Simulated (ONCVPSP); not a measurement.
# Before and after: ONCV potential for nickel (Ni)

ONCVPSP 4.0.1 input, shortened (lines: element, Z, core and valence counts, functional; n l f; lmax; l rc ep ncon nbas qcut; lloc lpopt rc5 dvloc0; l nproj debl; icmod fcfact rcfact), PBE, scalar-relativistic:

```
  Ni 28.00    5    2        4      upf
    1    0    2.00
    2    0    2.00
    2    1    6.00
    3    0    2.00
    3    1    6.00
    3    2    8.00
    4    0    2.00
    2
    0    2.10    0.00    5    9    2.60
    1    2.25    0.17    5    8    3.90
    2    1.15    0.00    4    9   16.30
    4    4    1.00    0.00
    0    2    0.40
    1    2    1.20
    2    1    2.70
    2    0.70    0.95
```

In the p channel the program set the typed energies aside and used 0.050, 1.250 Ha.

Change: s: nproj 3.

Cutoffs: the cutoffs (Ha) at which the residual kinetic energy of the hardest occupied pseudo-wave falls to 1 and 0.1 mHa per electron; they do not see the model core or the augmentation charge, which bear on the density cutoff. Errors are all-electron minus pseudo energies relative to the spin-unpolarised reference configuration.

**Question.** What does the change do?

**Answer.** The potential gets neither clearly harder nor softer (88 Ha and 101 Ha → 88 Ha and 101 Ha); a bound ghost appears in s, which as a rule spoils a file; the lowest positive-energy flag moves from s at 3.1 eV to s at 44.2 eV; the number of tests with a reliable result goes from 3 to 4; the errors of the 3 common tests hardly move; the range in which the s phases agree narrows (upper end 3.4 → 1.6).

```tsv
quantity	base	changed
cutoff, loose	88 Ha	88 Ha
cutoff, tight	101 Ha	101 Ha
bound ghosts	none	s
GHOST(+) flags under 300 eV	s at 3.1 eV, p at 73.2 eV	s at 44.2 eV, p at 73.2 eV
tests with a reliable result	3 of 4	4 of 4
error for 3d8 4s1, meV [ΔE 9.32 eV]	-4.5	-4.9
error for 3d8 4s0, meV [ΔE 26.67 eV]	-13	-13
error for 3d8 4s0 4p2, meV [ΔE 9.50 eV]	-7.3	-7.3
s: phases at 2.13 bohr within 0.05 rad from the reference energy up to (Ha; the scan ends near 5)	3.4	1.6
p: phases at 2.29 bohr within 0.05 rad from the reference energy up to (Ha; the scan ends near 5)	2.4	2.4
d: phases at 1.17 bohr within 0.05 rad from the reference energy up to (Ha; the scan ends near 5)	3.0	3.0
rms error of d²Exc/dni dnj with the model core, mHa	2.49	2.49
```

 A true bound ghost makes a file unfit for plane-wave use even where its test errors are small: the radial tests pick states by their node count and pass the ghost by.
